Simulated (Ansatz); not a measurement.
CuAg₂, relaxed as a doublet with UKS PBE-D4/def2-TZVP in Ansatz, starting from the GFN2-xTB geometry. Force threshold 0.02 eV/Å.

In the def2 sets Ag takes a core potential; there is no spin–orbit coupling. Another isomer (doublet) lies 0.13 eV lower at PBE0-D4/def2-TZVP; other spin states weren't run for this one.

Start:

```xyz
3

Ag   -0.912    2.172   -0.853
Ag    0.016   -0.036    0.015
Cu    0.896   -2.136    0.837
```

(1) Estimate the energy that the relaxation releases and the steps that it takes.

(2) Does the start keep its bonding and symmetry?

(3) Predict the relaxed structure.

## Answers

(1) 1.5 kcal/mol, in 13 steps; 15 s on 4 threads of Intel Xeon on a shared host. The force fell under the threshold at step 3, but the optimiser went on and released 0.028 eV more. No frequencies were taken in this run, so the end may be a saddle point.

(2) By distances, no bond broke or formed. The bond that changes most is Ag1–Ag2, from 2.55 to 2.64 Å (atoms count from 1). Point group C∞v at the start, Cs at the end, both within 0.05 Å.

(3) 
Cartesian coordinates in Å:
```
Ag -0.9941 1.8097 -1.0768
Ag 0.3534 0.3148 0.6353
Cu 0.6407 -2.1246 0.4415
```
Bond lengths (bridged metal pairs left out): 1 × Ag–Ag 2.64 Å; 1 × Ag–Cu 2.46 Å.
